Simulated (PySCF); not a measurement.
H8Si3, charge +1, doublet, geometry from GFN2-xTB (a state made from the parent by changing its charge; the spin is typed, not shown lowest). Base run: MP2/STO-3G (PySCF).

Input for PySCF:
```python
from pyscf import gto, scf, mp

mol = gto.M(
    atom='''
Si    1.730063    0.886180   -0.018219
Si    0.214308   -1.039106   -0.118472
Si   -1.936119    0.112914    0.132129
H     3.054948    0.292894   -0.138047
H     1.354384    1.728829   -1.149183
H     1.475311    1.509676    1.276642
H     0.465844   -2.030825    0.929869
H     0.323884   -1.798293   -1.366439
H    -2.003243    1.050083   -0.984795
H    -1.869623    0.769382    1.434012
H    -2.917037   -0.961572    0.061809
''',
    basis='sto-3g',
    charge=1,
    spin=1,
    verbose=4,
)

mf = scf.UHF(mol)
mf.kernel()

pt = mp.MP2(mf, frozen=15)
pt.kernel()
print('E(MP2) = %.10f' % pt.e_tot)
```

Each row names what was changed in the base input (with any setting that the change needs).

| change | basis functions | E (Eh) | MP2 correlation (Eh) | SCF-reference HOMO (eV) | core-seconds (rough) |
|---|---|---|---|---|---|
| base | 35 | -861.34908 | -0.11511 | -14.06 | 0.4 |
| basis = 6-31G | 55 | -871.08885 | -0.15646 | -15.87 | 2 |
| basis = 3-21G | 55 | -866.63451 | -0.16310 | -15.95 | 0.9 |
| basis = pcseg-0 | 55 | -870.04036 | -0.16765 | -16.06 | 0.6 |
| basis = def2-SV(P) | 70 | -871.05221 | -0.22787 | -16.29 | 1 |
| basis = pcseg-1 | 94 | -871.32075 | -0.26667 | -16.16 | 5 |
| basis = cc-pVDZ | 94 | (withheld) | (withheld) | -16.16 | 5 |
| basis = def2-SVP | 94 | -871.13211 | -0.28889 | -16.24 | 4 |
| basis = 6-31G** | 94 | -871.34787 | -0.27064 | -16.12 | 3 |
| basis = pc-1 | 94 | (withheld) | (withheld) | (withheld) | 5 |
| basis = cc-pV(D+d)Z | 109 | -871.42467 | -0.28861 | -16.17 | 5 |
| basis = 6-311G** | (withheld) | (withheld) | (withheld) | -16.16 | 8 |
| basis = 6-311++G** | (withheld) | (withheld) | (withheld) | (withheld) | 20 |

**Question.** Complete the blanks.

**Answer.** 
- basis = cc-pVDZ, E (Eh): -871.40794
- basis = cc-pVDZ, MP2 correlation (Eh): -0.28916
- basis = pc-1, E (Eh): -871.35947
- basis = pc-1, MP2 correlation (Eh): -0.27677
- basis = pc-1, SCF-reference HOMO (eV): -16.21
- basis = 6-311G**, basis functions: 126
- basis = 6-311G**, E (Eh): -871.43548
- basis = 6-311G**, MP2 correlation (Eh): -0.29376
- basis = 6-311++G**, basis functions: 146
- basis = 6-311++G**, E (Eh): -871.43762
- basis = 6-311++G**, MP2 correlation (Eh): -0.29505
- basis = 6-311++G**, SCF-reference HOMO (eV): -16.15

Totals compare only among sets that treat the same electrons; sets with core potentials leave the core out.

Open shells are given as the SCF converged; they aren't shown to be the lowest states, and a large step between rows can be another state.
